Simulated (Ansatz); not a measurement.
```yaml
crystal:
  periodic: [false, false, false]
  atoms:
    - {symbol: Zn, position_ang: [0.655111, -0.216222, 0.336363]}
    - {symbol: H, position_ang: [-0.655111, 0.216222, -0.336363]}
basis:
  gaussian: {orbitals: cc-pVDZ}
magnetization: {spin_polarized: true, initial_magnetization: 1}
hamiltonian: {xc: {name: HF}}
correlation: {method: mp2, frozen_orbitals: {Zn: 9}}
output: {forces: true}
```

```sh
$ ansatz run in.yaml --threads 2 --pin off --events-out ev --progress --plain --max-ram 32768MiB --backend cpu
```

Problem. How does Ansatz answer? (Estimate.)

Solution. Ansatz gave: The program refused the input.
```
Functional definition: HF
Error: "frozen_orbitals" has no count for H
```
